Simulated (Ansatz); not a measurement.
Molecule: InH, net charge 0, singlet state. 
Structure (B3LYP-D3(BJ)/def2-TZVP (Ansatz, an electronic-structure program) minimum search):
SMILES: [InH]
```xyz
2

In     0.0000     0.0000    -0.0373
H      0.0000     0.0000     1.8254
```
Charge 0, spin multiplicity 1.

Property: vertical ionisation energy (to the doublet state of charge +1; each state is the SCF solution reached for its spin), in eV. Correlated levels leave the core frozen unless marked. UHF or UKS for open shells. No spin-orbit coupling. Frozen are the shells of the preceding noble gas and the d and f shells that filled before the atom's block. In def2 rows, elements after Kr have scalar-relativistic effective core potentials. CBS marks a two-point X^-3 extrapolation of the correlation energy; Hartree-Fock from the larger set.

```json
[
 {"level": "SVWN5/def2-TZVPD", "program": "Ansatz", "vertical ionisation energy (eV)": "(withheld)"},
 {"level": "PBE/def2-TZVPD", "program": "Ansatz", "vertical ionisation energy (eV)": "7.95"},
 {"level": "r2SCAN/def2-TZVPD", "program": "Ansatz", "vertical ionisation energy (eV)": "7.89"},
 {"level": "B3LYP/def2-TZVPD", "program": "Ansatz", "vertical ionisation energy (eV)": "(withheld)"},
 {"level": "PBE0/def2-TZVPD", "program": "Ansatz", "vertical ionisation energy (eV)": "7.93"},
 {"level": "BHLYP/def2-TZVPD", "program": "Ansatz", "vertical ionisation energy (eV)": "7.89"},
 {"level": "CAM-B3LYP/def2-TZVPD", "program": "Ansatz", "vertical ionisation energy (eV)": "8.07"},
 {"level": "wB97M-V/def2-TZVPD", "program": "Ansatz", "vertical ionisation energy (eV)": "8.04"},
 {"level": "wB97X-V/def2-TZVPD", "program": "Ansatz", "vertical ionisation energy (eV)": "(withheld)"},
 {"level": "CCSD/def2-SVPD", "program": "Ansatz", "vertical ionisation energy (eV)": "(withheld)"},
 {"level": "CCSD/def2-TZVPPD", "program": "Ansatz", "vertical ionisation energy (eV)": "7.83"},
 {"level": "CCSD/def2-QZVPPD", "program": "Ansatz", "vertical ionisation energy (eV)": "7.85"},
 {"level": "CCSD(T)/CBS(def2-TZVPPD,def2-QZVPPD)", "program": "Ansatz", "vertical ionisation energy (eV)": "7.89"}
]
```

Task: Fill in the missing entries.

Result: 
- SVWN5/def2-TZVPD, vertical ionisation energy (eV): 8.16
- B3LYP/def2-TZVPD, vertical ionisation energy (eV): 8.08
- wB97X-V/def2-TZVPD, vertical ionisation energy (eV): 8.02
- CCSD/def2-SVPD, vertical ionisation energy (eV): 7.76
